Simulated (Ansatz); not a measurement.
`O[Si@H](Cl)[Si@H](F)Cl`, relaxed with RKS PBE0-D4/def2-TZVP in Ansatz from a PBE-D4/def2-SVP geometry. The force threshold is 0.005 eV/Å; the program also tests the step.

Charge 0, multiplicity 1.

Start:

```xyz
9

O     1.221    1.231    1.029
Si    1.073   -0.237    0.240
Cl    1.982   -0.248   -1.636
Si   -1.227   -0.491   -0.187
F    -1.539   -1.445   -1.480
Cl   -1.773    1.472   -0.667
H     0.636    1.922    0.662
H     1.743   -1.254    1.106
H    -2.116   -0.950    0.932
```

```tsv
step	energy (eV)	largest force (eV/Å)	largest move (Å)
1	-45603.2892	1.107	0.000
2	-45603.3591	0.678	0.090
3	-45603.3783	0.352	0.046
4	-45603.3847	0.139	0.043
5	-45603.3871	0.092	0.031
6	-45603.3889	0.059	0.050
7	-45603.3891	0.015	0.007
8	-45603.3893	0.010	0.014
9	-45603.3894	0.035	0.034
10 (rejected)	-45603.3894	0.023	0.027
11	-45603.3896	0.011	0.013
12	-45603.3896	0.012	0.011
13	-45603.3896	0.008	0.005
14	-45603.3896	0.006	0.002
15	-45603.3896	0.002	0.002
```

End:

```xyz
9

O     1.257    1.168    1.088
Si    1.038   -0.208    0.231
Cl    1.945   -0.124   -1.610
Si   -1.253   -0.480   -0.206
F    -1.507   -1.526   -1.380
Cl   -1.896    1.369   -0.828
H     0.850    1.971    0.752
H     1.673   -1.286    1.017
H    -2.106   -0.883    0.937
```

Hardware: 4 threads of an Arm Neoverse V2 on a shared host. Wall time 75 s, peak host memory 0.77 GiB.
